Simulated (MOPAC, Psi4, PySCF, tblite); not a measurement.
Two rigid molecules brought together: BCl3 ··· H3O+ (SMILES ClB(Cl)Cl and [OH3+]) (charge +1). Monomers: optimised at B3LYP-D3(BJ) (def2-TZVP), held rigid. Orientation: lowest of the rigid-body minima from ten starts at GFN2-xTB. R is the distance of the centres of mass, along which the second monomer moves.

Computed with: GFN2-xTB (tblite); PM3, restricted, heats of formation (MOPAC); RKS-B3LYP/6-311+G** = restricted B3LYP/6-311+G**, spherical d, no counterpoise correction (PySCF); SAPT0/jun-cc-pVDZ, frozen core (Psi4).

Interaction energies in kJ/mol; the last columns give the difference from SAPT0:

```json
[
 {"R / Å": "2.97", "GFN2-xTB": "-35.53", "PM3": "-110.20", "RKS-B3LYP/6-311+G**": "10.78", "SAPT0/jun-cc-pVDZ": "24.02", "GFN2-xTB − SAPT0/jun-cc-pVDZ": "-59.55", "PM3 − SAPT0/jun-cc-pVDZ": "-134.22", "RKS-B3LYP/6-311+G** − SAPT0/jun-cc-pVDZ": "-13.24"},
 {"R / Å": "3.14", "GFN2-xTB": "-75.33", "PM3": "-106.79", "RKS-B3LYP/6-311+G**": "-30.84", "SAPT0/jun-cc-pVDZ": "-16.66", "GFN2-xTB − SAPT0/jun-cc-pVDZ": "-58.67", "PM3 − SAPT0/jun-cc-pVDZ": "-90.13", "RKS-B3LYP/6-311+G** − SAPT0/jun-cc-pVDZ": "-14.18"},
 {"R / Å": "3.34", "GFN2-xTB": "-87.46", "PM3": "-84.27", "RKS-B3LYP/6-311+G**": "-50.51", "SAPT0/jun-cc-pVDZ": "-37.31", "GFN2-xTB − SAPT0/jun-cc-pVDZ": "-50.16", "PM3 − SAPT0/jun-cc-pVDZ": "-46.96", "RKS-B3LYP/6-311+G** − SAPT0/jun-cc-pVDZ": "-13.21"},
 {"R / Å": "3.53", "GFN2-xTB": "-81.82", "PM3": "-68.30", "RKS-B3LYP/6-311+G**": "-54.09", "SAPT0/jun-cc-pVDZ": "-43.15", "GFN2-xTB − SAPT0/jun-cc-pVDZ": "-38.67", "PM3 − SAPT0/jun-cc-pVDZ": "-25.15", "RKS-B3LYP/6-311+G** − SAPT0/jun-cc-pVDZ": "-10.94"},
 {"R / Å": "3.77", "GFN2-xTB": "-67.91", "PM3": "-50.77", "RKS-B3LYP/6-311+G**": "-49.77", "SAPT0/jun-cc-pVDZ": "-41.96", "GFN2-xTB − SAPT0/jun-cc-pVDZ": "-25.95", "PM3 − SAPT0/jun-cc-pVDZ": "-8.81", "RKS-B3LYP/6-311+G** − SAPT0/jun-cc-pVDZ": "-7.80"},
 {"R / Å": "4.07", "GFN2-xTB": "-51.52", "PM3": "-30.93", "RKS-B3LYP/6-311+G**": "-40.31", "SAPT0/jun-cc-pVDZ": "-35.40", "GFN2-xTB − SAPT0/jun-cc-pVDZ": "-16.12", "PM3 − SAPT0/jun-cc-pVDZ": "4.47", "RKS-B3LYP/6-311+G** − SAPT0/jun-cc-pVDZ": "-4.91"},
 {"R / Å": "4.36", "GFN2-xTB": "-39.79", "PM3": "-18.93", "RKS-B3LYP/6-311+G**": "-31.29", "SAPT0/jun-cc-pVDZ": "-28.18", "GFN2-xTB − SAPT0/jun-cc-pVDZ": "-11.61", "PM3 − SAPT0/jun-cc-pVDZ": "9.25", "RKS-B3LYP/6-311+G** − SAPT0/jun-cc-pVDZ": "-3.11"},
 {"R / Å": "4.83", "GFN2-xTB": "-27.47", "PM3": "-10.46", "RKS-B3LYP/6-311+G**": "-20.13", "SAPT0/jun-cc-pVDZ": "-18.76", "GFN2-xTB − SAPT0/jun-cc-pVDZ": "-8.71", "PM3 − SAPT0/jun-cc-pVDZ": "8.31", "RKS-B3LYP/6-311+G** − SAPT0/jun-cc-pVDZ": "-1.37"},
 {"R / Å": "5.58", "GFN2-xTB": "-16.46", "PM3": "-6.21", "RKS-B3LYP/6-311+G**": "-10.54", "SAPT0/jun-cc-pVDZ": "-10.18", "GFN2-xTB − SAPT0/jun-cc-pVDZ": "-6.29", "PM3 − SAPT0/jun-cc-pVDZ": "3.96", "RKS-B3LYP/6-311+G** − SAPT0/jun-cc-pVDZ": "-0.36"},
 {"R / Å": "6.52", "GFN2-xTB": "-9.38", "PM3": "-3.81", "RKS-B3LYP/6-311+G**": "-5.38", "SAPT0/jun-cc-pVDZ": "-5.37", "GFN2-xTB − SAPT0/jun-cc-pVDZ": "-4.01", "PM3 − SAPT0/jun-cc-pVDZ": "1.55", "RKS-B3LYP/6-311+G** − SAPT0/jun-cc-pVDZ": "-0.01"},
 {"R / Å": "7.86", "GFN2-xTB": "-4.76", "PM3": "-2.05", "RKS-B3LYP/6-311+G**": "-2.49", "SAPT0/jun-cc-pVDZ": "-2.58", "GFN2-xTB − SAPT0/jun-cc-pVDZ": "-2.18", "PM3 − SAPT0/jun-cc-pVDZ": "0.54", "RKS-B3LYP/6-311+G** − SAPT0/jun-cc-pVDZ": "0.09"}
]
```

GFN2-xTB is furthest from SAPT0/jun-cc-pVDZ at 2.97 (-59.55 kJ/mol, below); its mean absolute difference over the points is 25.63 kJ/mol.

PM3 is furthest from SAPT0/jun-cc-pVDZ at 2.97 (-134.22 kJ/mol, below); its mean absolute difference over the points is 30.30 kJ/mol.

RKS-B3LYP/6-311+G** is furthest from SAPT0/jun-cc-pVDZ at 3.14 (-14.18 kJ/mol, below); its mean absolute difference over the points is 6.29 kJ/mol.
